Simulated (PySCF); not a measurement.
# Ionising GaCl

RHF-CCSD(T); PySCF, no relativity, basis sets Ga def2-TZVPPD, Cl def2-TZVPPD. Neutral (RHF): singlet (closed shell), Re = 2.216 Å, ωe = 371 cm⁻¹, De = 4.77 eV.

GaCl⁺ (UHF): doublet (σ ↑), Re = 2.088 Å, ωe = 439 cm⁻¹, De = 0.98 eV to Ga⁺ + Cl. The energies at the minima are -2383.25416 hartree for GaCl and -2382.89735 for GaCl⁺.

(1) Work out the adiabatic ionisation energy, without and with harmonic zero-point energies (1 hartree = 27.2114 eV, 1 eV = 8065.5 cm⁻¹), and the change of the bond length.

GaCl⁻ (UHF): doublet (π ↑), Re = 2.402 Å, ωe = 246 cm⁻¹, De = 1.35 eV to Ga + Cl⁻. The energies at the minima are -2383.25416 hartree for GaCl and -2383.25539 for GaCl⁻.

(2) Work out the adiabatic electron affinity, without and with harmonic zero-point energies (1 hartree = 27.2114 eV, 1 eV = 8065.5 cm⁻¹), and the change of the bond length.

Correlated steps freeze 14 core orbitals. Spin–orbit coupling is left out. For an ion De counts to the pair picked by the measured ionisation energies or electron affinities, which need not be the lowest pair at this level. Where the molecule has an RHF reference, its open-shell atoms are computed with UHF. States were picked by a PBE0 search and need not be the measured ground states.

Neutral and ion stand on different kinds of reference determinant, which adds to the error of the difference.

Results:

(1) At CCSD(T): 0.35681 hartree = 9.709 eV between the minima; the zero-point term (439.0 − 371.0)/2 cm⁻¹ = +0.004 eV makes it 9.714 eV. Re changes by -12.8 pm against the neutral. The electron leaves a σ orbital, and the shorter bond of the ion fits an antibonding orbital, or a change in how ionic the bond is.

(2) At CCSD(T): 0.00123 hartree = 0.033 eV between the minima; the zero-point term (371.0 − 246.0)/2 cm⁻¹ = +0.008 eV makes it 0.041 eV. Re changes by +18.6 pm against the neutral. The electron enters a π orbital, and the longer bond of the ion fits an antibonding orbital, or a change in how ionic the bond is.
